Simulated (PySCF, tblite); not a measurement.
Compound: C₅H₄N₄.
SMILES: `CC1=C(C#N)C=NN=N1`

The calculation used PBE0/def2-SVPD in PySCF (dipole) on a GFN2-xTB geometry, gas phase.

Masses are those of the commonest isotopes; rigid-rotor values at the optimised geometry. 

Question: What are A, B and C (MHz)?

Answer: Ia = 165.54, Ib = 323.43, Ic = 485.86 u·Å²; 505379 MHz·u·Å²/I gives A = 3053, B = 1563, C = 1040 MHz.

Question: Classify the top.

Answer: An asymmetric top. Ray's parameter κ = (2B − A − C)/(A − C) = -0.481; −1 is the prolate and +1 the oblate limit.

Question: What does the inertial defect say?

Answer: Not planar: Δ = Ic − Ia − Ib = -3.11 u·Å². For a rigid frame Δ = −2 Σ m c², so Σ m c² = 1.56 u·Å² lies off the ab plane, practically all of it from hydrogen. The atom farthest from that plane is 0.88 Å away.

Question: Give the other two planar moments, Paa and Pbb, and the rms extents of the mass along the axes.

Answer: Paa = Σ m a² = (Ib + Ic − Ia)/2 = 321.88 and Pbb = Σ m b² = (Ia + Ic − Ib)/2 = 163.99 u·Å². With the mass M = 120.04 u, the rms extents √(P/M) along a, b and c are 1.64, 1.17, 0.11 Å.

Question: Give the coordinates in the principal-axis frame, origin at the centre of mass.

Answer: The sense of each axis is arbitrary; atoms in the order of the calculation.
```tsv
atom	mass (u)	a (Å)	b (Å)	c (Å)
C1	12.000	0.618	-2.184	-0.002
C2	12.000	-0.137	-0.906	0.000
N3	14.003	-1.464	-0.968	0.002
N4	14.003	-2.193	0.094	0.002
N5	14.003	-1.688	1.280	-0.001
C6	12.000	-0.376	1.451	-0.002
C7	12.000	0.492	0.356	-0.001
C8	12.000	1.895	0.504	0.001
N9	14.003	3.035	0.623	0.002
H10	1.008	-0.080	-3.016	-0.005
H11	1.008	1.262	-2.240	-0.879
H12	1.008	1.258	-2.244	0.878
H13	1.008	-0.018	2.471	-0.003
```

Question: Predict some low-J microwave lines.

Answer: The dipole components are |μa| = 1.41 D, |μb| = 0.81 D, |μc| = 0.00 D; the mirror of this Cs structure is the ab plane, so μc vanishes by symmetry (the 0.01 D computed is a residue) and there are no c-type lines. Intensities carry the squares of the components, which stand as 1.00 : 0.33 (a : b). Some lines, for components of 0.1 D or more:

| type | branch | J(Ka,Kc) | MHz | lower level (cm⁻¹) |
| --- | --- | --- | --- | --- |
| a | Q | 1(1,0) ← 1(1,1) | 522 | 0.137 |
| a | Q | 2(1,1) ← 2(1,2) | 1567 | 0.293 |
| b | Q | 1(1,0) ← 1(0,1) | 2013 | 0.087 |
| a | R | 1(0,1) ← 0(0,0) | 2603 | 0.000 |
| b | Q | 2(1,1) ← 2(0,2) | 2650 | 0.257 |
| b | R | 2(0,2) ← 1(1,1) | 3600 | 0.137 |
| b | R | 1(1,1) ← 0(0,0) | 4093 | 0.000 |
| b | Q | 2(2,0) ← 2(1,1) | 4586 | 0.345 |
| a | R | 2(1,2) ← 1(1,1) | 4683 | 0.137 |
| a | R | 2(0,2) ← 1(0,1) | 5090 | 0.087 |
| a | R | 2(1,1) ← 1(1,0) | 5728 | 0.154 |
| b | Q | 2(2,1) ← 2(1,2) | 6038 | 0.293 |
| b | R | 2(1,2) ← 1(0,1) | 6173 | 0.087 |
| b | R | 2(2,1) ← 1(1,0) | 10199 | 0.154 |
| b | R | 2(2,0) ← 1(1,1) | 10836 | 0.137 |

Question: Estimate the classical rotational partition function at 10 K, 25 K and 500 K.

Answer: Point group Cs, symmetry number σ = 1; q = (√π/σ)·√((kT/h)³/(ABC)), k/h = 20836.6 MHz/K: 2390 at 10 K, 9460 at 25 K, 846000 at 500 K.

Its GFN2-xTB frequencies are all real (lowest 32 cm⁻¹). Zero-point vibration and centrifugal distortion are left out. A rigid rotor knows nothing of internal rotation, which can split or shift real lines. Quadrupole hyperfine structure (14N) is left out.
